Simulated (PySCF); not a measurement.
CH5N2S, SMILES NC([NH3+])=S, charge +1.

Geometry optimised at B3LYP-D3(BJ)/def2-SVP. The isomer is the one that the SMILES or the coordinates give; other isomers of the formula were not compared. The values are those of a single conformer.

The numbers are results of B3LYP-D3(BJ)/def2-SVP (PySCF), not measurements.

Frequencies are harmonic and unscaled.

Task: Give all harmonic wavenumbers and intensities. (An estimate is asked for; the answer gives what the named calculation found.)

Result: 
```csv
mode,ν (cm⁻¹),IR (km/mol),moving atoms (share of kinetic energy)
1,145,2.3,H 96 %
2,317,68.4,"H 81 %, N 12 %"
3,381,5.4,"N 43 %, H 24 %, S 24 %, C 9 %"
4,435,4.2,"N 44 %, H 31 %, S 17 %"
5,518,95.1,"C 52 %, H 45 %"
6,593,63.7,"H 76 %, N 14 %, C 9 %"
7,657,16.6,"N 55 %, C 18 %, H 17 %, S 10 %"
8,895,30.6,"H 30 %, C 29 %, S 25 %, N 16 %"
9,987,0.9,"H 71 %, N 26 %"
10,994,6.3,"H 69 %, N 16 %, C 15 %"
11,1197,65.5,"H 45 %, C 33 %, N 21 %"
12,1433,177.2,"H 84 %, N 16 %"
13,1509,167.6,"C 47 %, H 44 %"
14,1574,84.0,H 95 %
15,1603,43.3,H 96 %
16,1649,253.3,"H 54 %, N 23 %, C 22 %"
17,3334,53.5,H 98 %
18,3431,127.8,"H 91 %, N 9 %"
19,3438,113.1,"H 91 %, N 9 %"
20,3542,193.6,H 96 %
21,3660,120.7,"H 90 %, N 10 %"
```
